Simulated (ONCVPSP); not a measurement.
Pseudopotential generation for Ge: ONCV, PBE, scalar-relativistic.

```
Element                 : Ge
Generator               : ONCVPSP 4.0.1
Type                    : optimised norm-conserving Vanderbilt (ONCV)
Functional              : PBE
Relativity              : scalar-relativistic
Frozen core             : [Ne] 3s2
Valence charge          : 20
Reference configuration : 3p6 3d10 4s2 4p2
Partial waves           : 4s: rc 1.75 bohr, ncon 4, nbas 7, qcut 2.9 1/bohr, 3 projectors, debl 3.4 Ha; 3p+4p: rc 1.15 bohr, ncon 3, nbas 6, qcut 14.3 1/bohr, 2 projectors; 3d: rc 0.85 bohr, ncon 4, nbas 9, qcut 22.6 1/bohr, local
Local potential         : the d channel
Core correction         : none
```

Task: Estimate the cutoffs (Ha) at which the residual kinetic energy of the hardest occupied pseudo-wave falls to 1 and 0.1 mHa per electron.

Result: 168 Ha and 192 Ha.

Task: What does a ghost test show?

Result: Ghosts flagged at negative energy: s at -334.3 eV; GHOST(+) flagged for s at 303.0 eV. A true bound ghost makes a file unfit for plane-wave use.

Task: Which valence shell sets the plane-wave cutoff?

Result: 3d: 168 Ha for 1 mHa per electron, against 57 Ha for 3p.

Task: Tests: 3p6 3d10 4s2 4p1; 3p6 3d10 4s2 4p0; 3p6 3d10 4s1 4p0; 3p6 3d10 4s2 4p1.5. Which has the largest error in its energy relative to the reference configuration, and how large is it?

Result: 3p6 3d10 4s2 4p0, with -0.6 meV (all-electron minus pseudo) on +22.88 eV.
